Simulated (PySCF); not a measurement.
Computed IR spectrum (relative IR intensity) of a molecule CH₅FO₂Si₂. Coordinates come from a PBE-D3(BJ)/def2-SVP optimisation. Other conformers were not sampled. These are PBE-D3(BJ)/def2-SVP run with PySCF values and carry that method's errors. Frequencies are harmonic and unscaled.

Lines under 2 % of the strongest are left out, and lines within 2 cm⁻¹ are merged.

| ν (cm⁻¹) | relative intensity |
|---|---|
| 330 | 3.8 |
| 415 | 3.6 |
| 462 | 9.4 |
| 491 | 7.1 |
| 668 | 4.7 |
| 675 | 2.5 |
| 722 | 4.5 |
| 771 | 16 |
| 810 | 9.2 |
| 831 | 6.9 |
| 871 | 45 |
| 911 | 64 |
| 938 | 100 |
| 962 | 19 |
| 1048 | 78 |
| 2175 | 33 |
| 2184 | 37 |
| 2284 | 29 |
| 2961 | 9.3 |
| 3019 | 3.4 |

Q: Pick the molecule that these values belong to.
(A) F[Si@H]1OC[SiH2]O1
(B) O=C[SiH2]O[SiH2]F
(C) C[Si@H]1O[Si@@H](F)O1
(D) O=C(O)[SiH2][SiH2]F

A: A, F[Si@H]1OC[SiH2]O1
